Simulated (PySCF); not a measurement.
A geometry optimisation, step by step.

Compound: C₈H₈F₂O.
Bonds: C1–C2 (double), C2–C3, C3–C4 (double), C4–C5, C5–O6, O6–C7, C4–C8, C8–F9, C8–C10 (double), C10–F11, C2–C10. Hydrogens: H12, H13 on C1; H14 on C3; H15, H16 on C5; H17, H18, H19 on C7.

Computed by this run: PBE0-D3(BJ)/def2-SVP geometry optimisation, gas phase (PySCF); density fitting, grid level 1; the optimiser is geomeTRIC in internal coordinates, started from a GFN2-xTB structure. 5 of its 10 geometries are shown. The frame can shift and turn from step to step; on so coarse a grid that alone can change the energy by a few meV, and forces under 0.02 eV/Å are noise.

Step 0: E = -15876.0542 eV, largest atomic force 1.103 eV/Å
```
atom  x, y, z in Å  |  force x, y, z in eV/Å
C1      3.484   -0.418   -0.253   -0.066   0.110   0.024
C2      2.270    0.118   -0.110   -0.290   0.371   0.060
C3      0.972   -0.548   -0.135    0.030  -0.075  -0.004
C4      0.005    0.369    0.053   -0.498   0.140   0.035
C5     -1.473    0.206    0.112    0.112  -0.767  -0.117
O6     -1.827   -1.141   -0.067   -0.036   0.407   0.059
C7     -3.216   -1.348   -0.018    0.811   0.138  -0.024
C8      0.640    1.678    0.206   -0.410   0.717   0.133
F9     -0.064    2.798    0.409    0.372  -0.548  -0.100
C10     1.973    1.536    0.111    0.920   0.607   0.039
F11     2.922    2.476    0.195   -0.488  -0.426  -0.037
H12     4.372    0.191   -0.213    0.446   0.375   0.029
H13     3.615   -1.474   -0.413    0.014  -0.607  -0.089
H14     0.834   -1.601   -0.280   -0.157  -0.628  -0.083
H15    -1.939    0.836   -0.667   -0.100   0.182  -0.073
H16    -1.839    0.577    1.087   -0.091   0.153   0.136
H17    -3.631   -1.046    0.952   -0.184   0.060   0.269
H18    -3.376   -2.414   -0.166   -0.175  -0.340  -0.040
H19    -3.731   -0.788   -0.809   -0.211   0.132  -0.218
```

Step 2: E = -15876.0991 eV, largest atomic force 0.158 eV/Å
```
atom  x, y, z in Å  |  force x, y, z in eV/Å
C1      3.406   -0.358   -0.765   -0.039  -0.009  -0.061
C2      2.202    0.138   -0.438   -0.003   0.023   0.157
C3      0.915   -0.562   -0.328   -0.033  -0.070  -0.032
C4     -0.020    0.324    0.092    0.007   0.007   0.002
C5     -1.464    0.095    0.355   -0.005   0.027  -0.009
O6     -1.749   -1.264    0.307    0.017  -0.023  -0.052
C7     -3.100   -1.553    0.483   -0.019   0.009   0.022
C8      0.629    1.632    0.265    0.091  -0.024   0.023
F9     -0.021    2.704    0.690   -0.044   0.009  -0.023
C10     1.938    1.525   -0.045   -0.041   0.054  -0.069
F11     2.868    2.464   -0.018    0.032   0.022   0.015
H12     4.290    0.284   -0.786   -0.006   0.003   0.007
H13     3.530   -1.413   -1.021    0.000  -0.001  -0.007
H14     0.750   -1.616   -0.536   -0.005  -0.009   0.004
H15    -2.067    0.654   -0.397    0.020   0.016   0.009
H16    -1.736    0.539    1.338    0.006  -0.028   0.010
H17    -3.463   -1.239    1.482   -0.006  -0.001  -0.002
H18    -3.228   -2.640    0.390    0.008  -0.002   0.010
H19    -3.736   -1.059   -0.279    0.019  -0.003  -0.003
```

Step 4: E = -15876.1037 eV, largest atomic force 0.097 eV/Å
```
atom  x, y, z in Å  |  force x, y, z in eV/Å
C1      3.399   -0.351   -0.773   -0.015  -0.007  -0.020
C2      2.204    0.140   -0.411   -0.005   0.017   0.006
C3      0.920   -0.566   -0.294    0.016  -0.027   0.022
C4     -0.016    0.322    0.115    0.030   0.018  -0.019
C5     -1.461    0.092    0.369    0.006  -0.035  -0.004
O6     -1.745   -1.266    0.284   -0.007   0.017  -0.015
C7     -3.095   -1.559    0.465    0.018  -0.011   0.008
C8      0.627    1.635    0.273   -0.060   0.034  -0.068
F9     -0.045    2.712    0.650    0.037  -0.007   0.018
C10     1.935    1.534   -0.042    0.028   0.009   0.043
F11     2.863    2.477   -0.032   -0.017  -0.011  -0.005
H12     4.282    0.291   -0.816   -0.006   0.011   0.003
H13     3.517   -1.404   -1.038    0.004  -0.009   0.009
H14     0.757   -1.622   -0.494    0.002  -0.006   0.007
H15    -2.058    0.673   -0.369   -0.005   0.017   0.007
H16    -1.734    0.506    1.364   -0.004  -0.009   0.013
H17    -3.456   -1.251    1.466   -0.001   0.004   0.002
H18    -3.218   -2.646    0.369   -0.007  -0.004   0.000
H19    -3.731   -1.063   -0.294   -0.014  -0.001  -0.007
```

Step 7: E = -15876.1063 eV, largest atomic force 0.054 eV/Å
```
atom  x, y, z in Å  |  force x, y, z in eV/Å
C1      3.401   -0.330   -0.765    0.006  -0.011   0.029
C2      2.205    0.151   -0.389   -0.009   0.015  -0.051
C3      0.930   -0.566   -0.254    0.007  -0.001   0.027
C4     -0.018    0.324    0.120   -0.006  -0.003  -0.007
C5     -1.460    0.080    0.378   -0.001   0.005  -0.007
O6     -1.748   -1.270    0.216   -0.003   0.004   0.004
C7     -3.087   -1.580    0.439   -0.004  -0.002  -0.001
C8      0.608    1.649    0.241    0.016  -0.013   0.017
F9     -0.070    2.729    0.596   -0.010   0.003  -0.011
C10     1.921    1.551   -0.054   -0.003  -0.004   0.002
F11     2.839    2.503   -0.064    0.007   0.009  -0.002
H12     4.273    0.326   -0.833   -0.004   0.003   0.002
H13     3.531   -1.386   -1.008    0.001   0.000  -0.001
H14     0.780   -1.630   -0.423   -0.002   0.003  -0.008
H15    -2.068    0.709   -0.309   -0.001   0.000   0.004
H16    -1.716    0.429    1.403    0.001  -0.003   0.001
H17    -3.408   -1.316    1.467    0.000  -0.003   0.000
H18    -3.209   -2.663    0.302    0.000   0.000  -0.002
H19    -3.759   -1.057   -0.271    0.004   0.000   0.003
```

Step 9: E = -15876.1070 eV, largest atomic force 0.021 eV/Å
```
atom  x, y, z in Å  |  force x, y, z in eV/Å
C1      3.406   -0.323   -0.740    0.002  -0.010  -0.003
C2      2.204    0.160   -0.391    0.021  -0.001  -0.003
C3      0.932   -0.563   -0.253    0.007   0.020   0.004
C4     -0.021    0.326    0.113   -0.008  -0.008  -0.001
C5     -1.460    0.076    0.380   -0.007   0.013   0.004
O6     -1.751   -1.268    0.184    0.007  -0.006   0.001
C7     -3.083   -1.590    0.431   -0.004   0.002  -0.001
C8      0.599    1.655    0.223   -0.004   0.002   0.002
F9     -0.086    2.736    0.562    0.001  -0.003  -0.002
C10     1.913    1.561   -0.070   -0.005  -0.002  -0.005
F11     2.826    2.518   -0.089   -0.003  -0.007   0.000
H12     4.278    0.332   -0.806   -0.007   0.007   0.004
H13     3.542   -1.383   -0.968    0.002  -0.005   0.001
H14     0.786   -1.628   -0.416    0.001   0.001   0.000
H15    -2.077    0.726   -0.280    0.000  -0.001  -0.003
H16    -1.702    0.395    1.418   -0.002  -0.001  -0.001
H17    -3.376   -1.370    1.477    0.000   0.000   0.001
H18    -3.208   -2.666    0.253   -0.001   0.000   0.000
H19    -3.775   -1.039   -0.237   -0.001   0.001  -0.001
```

**Question.** Summarise the path.

**Answer.** The energy falls by 5.10 kJ/mol from step 0 to step 9; nine tenths of that is first reached at step 4. It falls at every step. The largest force goes from 1.103 to 0.021 eV/Å. Among the bonds C3–H14 changes most (a near tie, within 0.001 Å, with another), from 1.071 to 1.088 Å; the atoms move by 0.037 Å rms after alignment.

What follows is the cost of the whole optimisation. The run took 2.2 min on x86-64 server, one thread (shared host).
